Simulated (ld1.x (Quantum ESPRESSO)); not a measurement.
## antimony (Sb): one change to a TM potential, before and after

ld1.x (Quantum ESPRESSO) 7.5 input, shortened:

```
&input
   title='Sb', zed=51., rel=1, dft='PZ', iswitch=3,
   config='[Kr] 4d10 5s2 5p3 5d-2'
 /
 &inputp
   pseudotype=2, tm=.true., lloc=-2, rcloc=1.55,
   nlcc=.true., new_core_ps=.true., rcore=0.90
 /
3
5S  1  0   2.00   0.00  2.00  2.00  0.0
5P  2  1   3.00   0.00  1.65  1.65  0.0
5D  3  2  -2.00   0.05  1.60  1.60  0.0
 &test
   configts(1)='5s2 5p3'
 /
```

Change: wave 5p (bound): rc 1.65 bohr becomes 5p (bound): rc 2.14 bohr.

Cutoffs: the cutoffs (Ry, on a coarse ladder) from which the occupation-weighted sum of valence levels, in a spherical-Bessel basis at the reference potential, stays within 10 and 1 mRy of its value at 400 Ry; they do not see the model core or the augmentation charge, which bear on the density cutoff. Errors are all-electron minus pseudo energies relative to the spin-unpolarised reference configuration.

**Question.** How do hardness, ghosts and transferability respond?

**Answer.** The potential gets softer (45 Ry and 100 Ry → 21 Ry and 35 Ry); both files keep a bound ghost (d); of the 9 tests that both files solve, the error grows in 6 and shrinks in 2 by more than 15 % and 0.3 meV (median size 7.4 → 8.9 meV). A larger radius leaves more room for a smooth pseudo-wave, so fewer plane waves are needed.

| quantity | base | changed |
| --- | --- | --- |
| cutoff, loose | 45 Ry | 21 Ry |
| cutoff, tight | 100 Ry | 35 Ry |
| loose cutoff by channel (10 mRy a level) | s 12 Ry, p 40 Ry | s 12 Ry, p 8 Ry |
| bound ghosts | d | d |
| error for 5s2 5p2, meV [ΔE 8.52 eV] | -1.2 | -2.7 |
| error for 5s2 5p1, meV [ΔE 24.77 eV] | -16 | -20 |
| error for 5s2 5p0, meV [ΔE 49.56 eV] | -101 | -88 |
| error for 5s2 5p2.5, meV [ΔE 3.36 eV] | -0.3 | -0.7 |
| error for 5s1 5p3, meV [ΔE 17.34 eV] | -5.8 | -15 |
| error for 5s1 5p4, meV [ΔE 8.21 eV] | -4.8 | -8.9 |
| error for 5s0 5p5, meV [ΔE 16.65 eV] | -16 | -36 |
| error for 5s2 5p3 (spin-polarised), meV [ΔE -1.09 eV] | -7.4 | +0.6 |
| error for 5s2 5p2 (spin-polarised), meV [ΔE 7.93 eV] | -9.3 | -4.3 |

 A true bound ghost makes a file unfit for plane-wave use even where its test errors are small: the radial tests pick states by their node count and pass the ghost by.
